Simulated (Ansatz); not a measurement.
```yaml
crystal:
  periodic: [false, false, false]
  atoms:
    - {symbol: Y, position_ang: [-1.429439, 1.140839, 1.201189]}
    - {symbol: Si, position_ang: [0.962849, -1.083342, -0.150277]}
    - {symbol: Si, position_ang: [0.769974, 1.429903, -0.293232]}
    - {symbol: Si, position_ang: [0.884040, 0.111758, 1.952764]}
    - {symbol: Si, position_ang: [1.160554, -0.022939, -2.271711]}
    - {symbol: Si, position_ang: [-1.071801, 0.013833, -1.264517]}
    - {symbol: Si, position_ang: [-1.167669, -1.534274, 0.902168]}
basis:
  gaussian: {orbitals: def2-TZVP}
magnetization: {spin_polarized: true, initial_magnetization: 3}
hamiltonian: {xc: {name: SVWN5}}
scf: {omitted_lower_state_checks: [starts]}
output: {forces: true}
```

```sh
$ ansatz run in.yaml --threads 4 --pin off --events-out ev --progress --plain --max-ram 8704MiB
```

Shortened log:

```
Functional definition: SVWN5
1848 factors; their error is unknown
mean field evaluation 1: about -48105.4313 eV, gradient 4.7e1 eV
mean field evaluation 2: about -48001.3782 eV, gradient 1.2e2 eV
mean field evaluation 4: about -48075.0476 eV, gradient 8.3e1 eV
mean field evaluation 8: about -48119.3994 eV, gradient 2.9e0 eV
mean field evaluation 16: about -48119.4339 eV, gradient 1.4e-2 eV
mean field -48119.43391150 eV, -1768.3565797240 hartree, gradient 2.7e-5 eV, S^2 3.754735; 0 other end points of the search recorded, 0 dependent functions left out
reference -48119.43395199 eV, -1768.3565812120 hartree; 49, 46 occupied and 213, 216 virtual orbitals, 1848 factors
Total energy: -48119.43395199 eV, -1768.3565812120 hartree
Atom 0 at    -1.429439     1.140839     1.201189 Å, force    -1.069382     0.358532     0.699413 eV/Å
Atom 1 at     0.962849    -1.083342    -0.150277 Å, force    -0.311232     0.145674     0.026210 eV/Å
Atom 2 at     0.769974     1.429903    -0.293232 Å, force     0.384016    -0.802315    -0.738834 eV/Å
Atom 3 at     0.884040     0.111758     1.952764 Å, force     0.024847    -0.318376    -0.426527 eV/Å
Atom 4 at     1.160554    -0.022939    -2.271711 Å, force    -0.509807     0.422944     0.623041 eV/Å
Atom 5 at    -1.071801     0.013833    -1.264517 Å, force     1.003380    -0.338221     0.023644 eV/Å
Atom 6 at    -1.167669    -1.534274     0.902168 Å, force     0.478178     0.531762    -0.206947 eV/Å
Dipole moment:    -0.786353     0.635482     0.574367 e Å
Checks for a lower state left out: starts
```

Run time 9 s (4 threads of Intel Xeon Platinum 8259CL on a shared host), peak host memory 0.62 GiB.

In the def2 sets Y takes a core potential; there is no spin–orbit coupling.
